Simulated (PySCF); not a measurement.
## Exercise with solution: entropy of an ideal gas

BH₃, SMILES B.

Geometry optimised at B3LYP-D3(BJ)/def2-TZVPD. The isomer is the one that the SMILES or the coordinates give; other isomers of the formula were not compared.

B3LYP-D3(BJ)/def2-TZVPD run with PySCF gives the harmonic wavenumbers 1162, 1202, 1202, 2563, 2694, 2694 cm⁻¹ and the rotational temperatures 11.3400, 11.3400, 5.6700 K. The molar mass is 13.83 g/mol, the symmetry number 6, the spin multiplicity 1.

Problem. Work out the entropy at 298.15 K and 1 atm in the rigid-rotor, harmonic-oscillator model.

Solution. 
Translation (Sackur–Tetrode at 1 atm): S = R[1.5 ln M + 2.5 ln T − 1.16487] = 141.5 J/(mol K).
Rotation: q = (√π/σ) T^1.5/√(θA θB θC) = 56.3, S = R[ln q + 3/2] = 46.0 J/(mol K).
Vibration: with u = 1.4388 ν/T, each mode gives R[u/(e^u − 1) − ln(1 − e^−u)]:
| ν (cm⁻¹) | modes | u | S (J/(mol K)) |
|---|---|---|---|
| 1162 | 1 | 5.61 | 0.20 |
| 1202 | 2 | 5.80 | 0.34 |
The stiffer modes add less than 0.005 each. Sum 0.5 J/(mol K).
Spin: R ln 1 = 0.0 J/(mol K).
Total 188.0 J/(mol K); the program's own thermochemistry gives 188.0. Translation makes up 75 % and vibration 0 %. Anharmonicity, hindered rotation and orbital degeneracy are left out.
